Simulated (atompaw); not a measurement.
# u(r) = r·R(r): atom against pseudo-atom (W)

Columns: radius, all-electron u(r) and pseudo u(r) of the 6s shell (level -5.00 eV) of tungsten in the configuration [Kr] 4d10 4f14 5s2 5p6 5d4 6s1.75 6p0.25; PBEsol, non-relativistic, PAW (atompaw) scheme, atompaw 4.2.0.5.

| r (bohr) | all-electron | pseudo |
| --- | --- | --- |
| 0.104 | 0.0188 | 0.0938 |
| 0.208 | 0.0786 | 0.1821 |
| 0.312 | -0.1230 | 0.2600 |
| 0.415 | -0.1685 | 0.3226 |
| 0.519 | -0.0645 | 0.3674 |
| 0.623 | 0.0812 | 0.3917 |
| 0.727 | 0.1998 | 0.3942 |
| 0.831 | 0.2670 | 0.3752 |
| 0.935 | 0.2828 | 0.3362 |
| 1.038 | 0.2574 | 0.2806 |
| 1.142 | 0.2023 | 0.2107 |
| 1.246 | 0.1286 | 0.1309 |
| 1.350 | 0.0454 | 0.0459 |
| 1.454 | -0.0407 | -0.0406 |
| 1.558 | -0.1249 | -0.1249 |
| 1.662 | -0.2043 | -0.2043 |
| 1.765 | -0.2762 | -0.2762 |
| 1.869 | -0.3411 | -0.3411 |
| 1.973 | -0.3980 | -0.3980 |
| 2.077 | -0.4469 | -0.4469 |
| 2.181 | -0.4881 | -0.4881 |
| 2.285 | -0.5220 | -0.5220 |
| 2.388 | -0.5491 | -0.5491 |
| 2.492 | -0.5704 | -0.5704 |
| 2.596 | -0.5863 | -0.5863 |
| 2.700 | -0.5972 | -0.5972 |

Question: How many radial nodes do the two functions have?

Answer: The all-electron 6s function has n − l − 1 = 5 (the table is too coarse to show those close to the nucleus); the pseudo-wave has 1, since 1 lower shell of the same l stays in the valence.

Question: At about which radius was the pseudo-wave matched?

Answer: 1.65 bohr. The columns agree to 0.0005 from 1.45 bohr on; several derivatives are matched, so the curves merge somewhat inside the radius.

Question: Is the pseudo-wave norm-conserving?

Answer: No, it belongs to a PAW set: the norm inside the radius is not constrained, and the difference is carried by the augmentation charge.
